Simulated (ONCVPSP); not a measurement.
Hardness and transferability of assorted potentials

Generated with ld1.x 7.5 (TM, RRKJ, ultrasoft, PAW), atompaw 4.2 or ONCVPSP 4.0.1. The cutoff is in Ry: for ld1.x and atompaw files where the sum of valence levels is converged to 10 mRy in a Bessel basis, for ONCV files where the hardest occupied wave has 1 mHa per electron of residual kinetic energy. The error is the largest all-electron minus pseudo excitation energy over each file’s own four to seven test configurations (ionisations up to +4, promotions, holes and added fractions of an electron), all of which were solved. The labels leave out finer settings (local radius, basis sizes, second energies), which also bear on the numbers. Spin-polarised tests are not counted. The rows are a selection from randomly drawn settings: files with unsolved tests, undetermined cutoffs or missed reference levels are left out.

A true bound ghost makes a file unfit for plane-wave use even where its test errors are small: the radial tests pick states by their node count and pass the ghost by.

```tsv
element	potential	cutoff (Ry)	largest error (meV)	bound ghosts
Rh	ONCV, LDA (Perdew-Wang 92), scalar-relativistic, rc 1.65/1.40/1.50 (spd), local smoothed, core correction yes, reference 4s2 4p6 4d6, qcut 7.8/9.3/12.1, projectors 2/2/1	66	+16	none
Hf	ONCV, PBEsol, scalar-relativistic, rc 2.10/2.45/2.35 (spd), local smoothed, core correction yes, reference 5s2 5p6 5d2 6s1.75 6p0.25, qcut 4.3/6/7.4, projectors 2/2/2	24	-2.8	none
Hf	ONCV, PBEsol, scalar-relativistic, rc 1.70/1.60/2.15 (spd), local smoothed, core correction no, reference 5s2 5p6 5d2, qcut 7/7.7/4.2, projectors 2/2/2	41	+45	none
Ta	ONCV, LDA (Perdew-Wang 92), scalar-relativistic, rc 1.70/1.80/3.00 (spd), local smoothed, core correction no, reference 5s2 5p6 5d3 6s1.5 6p0.5, qcut 8.2/5.9/4.9, projectors 2/2/2	44	-5.0	none
Os	ONCV, PBEsol, scalar-relativistic, rc 1.40/1.75/1.75/1.60 (spdf), local smoothed, core correction yes, reference 5s2 5p6 5d6 6s2, qcut 7.1/8.7/6.3/6.8, projectors 3/3/1/2	47	-13	s, f
```

Question: Fill in the row for Zn: ONCV, PBE, scalar-relativistic, rc 1.15/1.30/0.75 (spd), local smoothed, core correction yes, reference 3s2 3p6 3d10 4s1 4p1, qcut 9.6/9.9/12.1, projectors 2/2/2.

Answer: cutoff 827 Ry, largest error +49 meV, bound ghosts: none.

Question: Fill in the row for Nb: ONCV, PBEsol, scalar-relativistic, rc 2.05/1.80/1.80 (spd), local smoothed, core correction no, reference 4s2 4p6 4d3 5s2, qcut 6/6.4/4.7, projectors 2/2/2.

Answer: cutoff 84 Ry, largest error -9.2 meV, bound ghosts: d.

Question: Fill in the row for Ce: ONCV, LDA (Perdew-Zunger), scalar-relativistic, rc 2.30/1.70/4.00 (spd), local smoothed, core correction no, reference 5s2 5p6 5d1 6s1.5, qcut 4.7/4.7/3.1, projectors 2/1/2.

Answer: cutoff 37 Ry, largest error +85 meV, bound ghosts: none.
